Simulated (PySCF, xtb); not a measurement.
C3H9NSi2, SMILES CC1=NC[SiH2][SiH2]1.

xtb 6.7.1 with GFN2-xTB at its own geometry gives an orbital gap of 2.54 eV and a dipole moment of 1.57 D.

Coordinates come from a PBE0-D3(BJ)/def2-SVP optimisation. This is a generated structure with no PubChem entry under its InChIKey; it may be hypothetical. Other conformers were not sampled.

### Question
What does HF/def2-TZVP in PySCF give? (The exact figures need the calculation; the answer reports its results.)

### Answer
gap 12.22 eV (levels -9.40 and 2.82 eV), dipole 1.12 D.
